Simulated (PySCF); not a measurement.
**[Na3S]+: from structure and modes to constants**

These are results of PySCF, PBE0, basis S def2-TZVP, Na def2-TZVP (no relativity, density fitting), not measurements.

The singlet minimum has D3h symmetry. Masses (u): S 31.97207, Na 22.98977.

```xyz
4
charge 1 multiplicity 1, angstrom
S     0.0000    0.0000    0.0000
Na    2.4839    0.0000    0.0000
Na   -1.2419    2.1511    0.0000
Na   -1.2420   -2.1511    0.0000
```

Harmonic wavenumbers (cm⁻¹): 56.1 (a2'', ×1), 73.7 (e', ×2), 246.2 (a1', ×1), 345.5 (e', ×2).

**Question.** What is the harmonic zero-point energy?

**Answer.** Half the sum of all 6 wavenumbers, 1141/2 = 570 cm⁻¹, which is 6.8 kJ/mol (1 cm⁻¹ = 0.0119627 kJ/mol).

**Question.** Find the vibrational entropy and heat capacity at 298.15 K.

**Answer.** With u = 1.43878 ω/T, each mode gives S = R[u/(eᵘ−1) − ln(1−e⁻ᵘ)] and C = R u² eᵘ/(eᵘ−1)².
```
  ω (cm⁻¹)      u  S (J/(mol K))  C (J/(mol K))
      56.1  0.271          19.21           8.26
 73.7 (×2)  0.356          16.95           8.23
     246.2  1.188           7.35           7.40
345.5 (×2)  1.667           4.97           6.63
```
The sums over all modes are S = 70.4 and C = 45.4 J/(mol K); the softest mode gives 27 % of the entropy (each member, where degenerate).

**Question.** Give the standard entropy (298.15 K, 1 bar) by its translational, rotational, vibrational and spin parts, and Cp.

**Answer.** Sackur–Tetrode with M = 100.94 u gives 166.4; rotation with symmetry number 6 gives 103.4; vibration 70.4; spin R ln 1 = 0.0. The total is 340.2 J/(mol K), and Cp = 4 R + 45.4 = 78.6 J/(mol K).

Other isomers or separated fragments may lie lower.
